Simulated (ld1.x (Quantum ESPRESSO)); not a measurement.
# chlorine, TM: configuration errors across variants

| Quantity | Value |
| --- | --- |
| Element | Cl (Z = 17) |
| Generator | ld1.x (Quantum ESPRESSO) 7.5 |
| Type | norm-conserving Troullier–Martins (Kleinman–Bylander form) |
| Functional | PBEsol |
| Relativity | scalar-relativistic |
| Frozen core | [Ne] |
| Valence charge | 7 |
| Reference configuration | 3s1 3p6 |
| Partial waves | 3s (bound): rc 1.05 bohr; 3p (bound): rc 1.25 bohr; 3d channel at 0.05 Ry: rc 1.35 bohr |
| Local potential | all-electron potential smoothed inside 0.80 bohr (lloc = -1) |
| Core correction | a·sin(br)/r model core, default radius (core density twice the valence density) |

All-electron excitation energies from the reference (eV): (1) 3s2 3p5 -12.114; (2) 3s2 3p4 1.722; (3) 3s2 3p3 27.119; (4) 3s2 3p1 117.569; (5) 3s2 3p5.3 -14.242; (6) 3s2 3p4.5 -6.550; (7) 3s1 3p5 14.391.

Tests that are not counted but printed errors over 1 eV. “all radii but the core radius scaled by about 1.04 (s 1.10, p 1.30, d 1.40 bohr); local potential all-electron potential smoothed inside 0.84 bohr (lloc = -1)”: 3s2 3p1 (solver errors, printed error -31.2 eV).

A true bound ghost makes a file unfit for plane-wave use even where its test errors are small: the radial tests pick states by their node count and pass the ghost by. Where a test does run into it, the solver fails or the error is huge.

Errors AE − PS in meV (a dash: test not solved or not reliable):

| change | (1) | (2) | (3) | (4) | (5) | (6) | (7) | bound ghosts |
| --- | --- | --- | --- | --- | --- | --- | --- | --- |
| base | -1.9 | +0.8 | +8.1 | +11 | -1.9 | -1.1 | +2.9 | s |
| all radii but the core radius scaled by about 0.78 (s 0.82, p 0.98, d 1.06 bohr); local potential all-electron potential smoothed inside 0.62 bohr (lloc = -1) | -0.3 | +3.4 | +24 | +69 | +0.7 | -0.2 | +6.3 | s |
| all radii but the core radius scaled by about 1.04 (s 1.10, p 1.30, d 1.40 bohr); local potential all-electron potential smoothed inside 0.84 bohr (lloc = -1) | -1.5 | +0.9 | +8.9 | – | -1.3 | -0.9 | +2.9 | s |
| all radii but the core radius scaled by about 1.14 (s 1.20, p 1.42, d 1.54 bohr); local potential all-electron potential smoothed inside 0.92 bohr (lloc = -1) | +0.9 | +2.0 | +29 | +302 | +2.3 | -0.3 | +4.8 | none |
| all radii but the core radius scaled by about 1.28 (s 1.34, p 1.60, d 1.72 bohr); local potential all-electron potential smoothed inside 1.02 bohr (lloc = -1) | +1.0 | +1.9 | +27 | +274 | +2.4 | -0.2 | +4.5 | none |
| all radii but the core radius scaled by about 1.38 (s 1.44, p 1.72, d 1.86 bohr); local potential all-electron potential smoothed inside 1.10 bohr (lloc = -1) | +0.5 | +1.5 | +28 | +276 | +2.0 | -0.7 | +4.7 | none |

Give the same row for: all radii but the core radius scaled by about 0.87 (s 0.92, p 1.08, d 1.18 bohr); local potential all-electron potential smoothed inside 0.70 bohr (lloc = -1).

-2.7, +1.0, +11, -13, -2.4, -1.8, +4.2; bound ghosts: s.
